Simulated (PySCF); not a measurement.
# How methods differ on the electron affinity of I

I⁻ [Xe] (1S) → I [Kr] 4d10 5s2 5p5 (2P), as a difference of total energies. Computed with PySCF 2.14 in aug-cc-pVTZ-PP with ECP28MDF (6s5p4d2f, 55 functions), with a scalar-relativistic core potential. Correlated levels: valence: 4s2 4p6 4d10 frozen. The calculations carry no spin-orbit coupling.

| method | electron affinity (eV) |
| --- | --- |
| UHF | 2.301 |
| LDA | 3.499 |
| PBE | 3.241 |
| PBE0 | 3.235 |
| r2SCAN | 3.257 |
| B2PLYP | 3.211 |
| BP86 | 3.374 |
| M06 | 2.979 |
| wB97X | 3.217 |
| MP2 (valence) | 3.196 |
| SCS-MP2 (valence) | 3.129 |

Task: How much does correlation contribute at MP2 (valence)?

Result: 3.196 − (2.301) = 0.895 eV, measured against UHF.

The reference lies between the lowest fine-structure levels, while these numbers refer to the centres of the terms.

Errors of the correlated levels include the incompleteness of this basis and the frozen core.

For comparison: 3.059 eV (measured; photodetachment measurements, as compiled on the Wikipedia data page of electron affinities).
